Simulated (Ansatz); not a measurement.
Cartesian coordinates (Å):
```xyz
6

O     -0.1556     1.2209     0.0037
B      0.3672    -0.0254     0.0150
O     -0.3212    -1.1880    -0.0240
I      2.5046    -0.1732     0.1037
H     -1.1149     1.2844    -0.0351
H     -1.2801    -1.1187    -0.0632
```
Charge 0, spin multiplicity 1.

These are Ansatz (a first-principles code) with frozen-core CCSD(T)/def2-TZVPP // CAM-B3LYP-D3(BJ)/def2-TZVP values and carry that method's errors.

The HF energy is -472.45287 Ha. The MP2 correlation energy is -1.07056 Ha.

Problem. Estimate the CCSD correlation energy, the (T) correction, the total energy and the T1 diagnostic.

Solution. 
```json
{
  "CCSD correlation energy": "-1.04726 Ha",
  "(T) correction": "-0.03192 Ha",
  "CCSD(T) total energy": "-473.53205 Ha",
  "T1 diagnostic": "0.011"
}
```
